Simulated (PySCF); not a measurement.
A PySCF script (with the pyscf-properties extension) for the NMR shieldings of `InChI=1S/C3H12Si4/c1-3-2-5-7(4)6-3/h2,7H,5-6H2,1,4H3/t7-/m0/s1`, on a GFN2-xTB geometry:

```python
import basis_set_exchange as bse
import numpy as np
from pyscf import gto, dft
from pyscf.prop import nmr

atoms = """
C     3.040592   -0.215977    0.376610
C     1.616431    0.178392    0.129913
C     1.103584    1.305655    0.629156
Si   -0.675231    1.882041    0.378394
Si   -1.483724    0.052169   -0.819153
Si   -3.256169   -1.136609    0.081117
Si    0.581880   -1.016850   -0.929678
H     3.565214    0.514165    0.992456
H     3.077671   -1.185502    0.873337
H     3.569335   -0.317494   -0.571003
H     1.749621    1.943067    1.227578
H    -0.646593    3.197478   -0.277779
H    -1.277082    2.116503    1.700782
H    -1.887179    0.466206   -2.181832
H    -4.480066   -0.340202    0.201275
H    -3.616525   -2.320013   -0.703600
H    -2.937850   -1.615183    1.428617
H     0.685162   -2.350946   -0.315396
H     1.261126   -1.147649   -2.228254
"""
names = dict.fromkeys(["C", "Si", "H"], "pcSseg-1")
basis = {el: gto.basis.parse(bse.get_basis(n, elements=[el], fmt="nwchem")) for el, n in names.items()}
mol = gto.M(atom=atoms, basis=basis, charge=0, verbose=0)
mf = dft.RKS(mol, xc="PBE0")
mf.grids.level = 2
mf.grids.alignment = dft.numint.BLKSIZE   # the property module wants whole blocks of grid points
mf.conv_tol = 1e-9
mf.kernel()

calc = nmr.RKS(mf)   # GIAO
C = mf.mo_coeff
Co = C[:, mf.mo_occ > 0]
resp = mf.gen_response(singlet=True, hermi=2)
def vind(x):   # induced exchange potential for any number of trial vectors
    d = np.einsum("pi,xij,qj->xpq", C, 2 * x.reshape(-1, C.shape[1], Co.shape[1]), Co, optimize=True)
    return np.einsum("xpq,pi,qj->xij", resp(d - d.transpose(0, 2, 1)), C, Co, optimize=True).ravel()
mo1, _ = nmr.rhf.solve_mo1(calc, with_cphf=vind)
sigma = calc.kernel(mo1)
for i, s in enumerate(sigma):   # ppm
    print("%2d %-2s %9.2f" % (i, mol.atom_pure_symbol(i), np.trace(s) / 3))
```

Question: What are the results?

Answer: 
```
 0 C     154.80
 1 C      15.87
 2 C      37.42
 3 Si    403.11
 4 Si    498.27
 5 Si    461.02
 6 Si    401.99
 7 H      29.31
 8 H      29.37
 9 H      29.36
10 H      24.73
11 H      27.03
12 H      27.18
13 H      28.55
14 H      28.05
15 H      28.05
16 H      28.21
17 H      27.35
18 H      27.16
```

These numbers come from an equivalent density-fitted implementation of the same equations, which agrees with the script to about 0.01 ppm for H and up to a few tenths of a ppm for heavy atoms, so last digits may differ.

Question: Turn these shieldings into chemical shifts. Scale: TMS for ¹³C (186.93 ppm), ²⁹Si (349.16 ppm), ¹H (31.72 ppm) (reference shieldings calculated alike).

Answer: Averaging equivalent atoms: C 1: 171.1; C 2: 149.5; C 0: 32.1; Si 6: -52.8; Si 3: -54.0; Si 5: -111.9; Si 4: -149.1; H 10: 6.98; H 11: 4.69; H 18: 4.56; H 12: 4.53; H 17: 4.37; H 14/15/16: 3.61; H 13: 3.17; H 7/8/9: 2.37 ppm. 

Size and cost of the density-fitted run: 207 basis functions, 77 s wall time on 1 thread of an Arm Neoverse V1, shared host; peak memory 0.93 GiB.
